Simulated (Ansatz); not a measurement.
`NC(=S)[SiH2]O`, relaxed with RKS PBE-D4/def2-SVP in Ansatz from a rough embedded geometry. The force threshold is 0.03 eV/Å; the program also tests the step.

Total charge 0; spin multiplicity 1.

Start:

```xyz
10

N     1.676    0.162   -0.297
C     0.783   -0.255    0.574
S     1.284   -1.059    1.905
Si   -1.084   -0.016    0.358
O    -1.427    0.619   -1.201
H     2.687    0.020   -0.226
H     1.407    0.686   -1.168
H    -1.877   -1.229    0.490
H    -1.534    1.059    1.301
H    -1.915    0.013   -1.736
```

(1) How much energy does the relaxation release, and in how many steps? (An estimate is asked.)

(2) Which bonds change most? (Estimate.)

(3) Give the relaxed structure. (Estimate.)

## Answers

(1) Computed: 28.67 kJ/mol, in 21 steps, 7 of them rejected.

(2) The calculation gave: Si4–H8 from 1.455 to 1.503 Å; N1–C2 from 1.316 to 1.346 Å; C2–S3 from 1.634 to 1.663 Å; O5–H10 from 0.944 to 0.972 Å.

(3) Ansatz gave: 
```xyz
10

N     1.632    0.099   -0.384
C     0.805   -0.232    0.625
S     1.254   -0.774    2.131
Si   -1.055   -0.079    0.326
O    -1.145    0.498   -1.267
H     2.647    0.028   -0.263
H     1.241    0.423   -1.274
H    -1.707   -1.426    0.469
H    -1.649    0.884    1.314
H    -2.022    0.578   -1.677
```
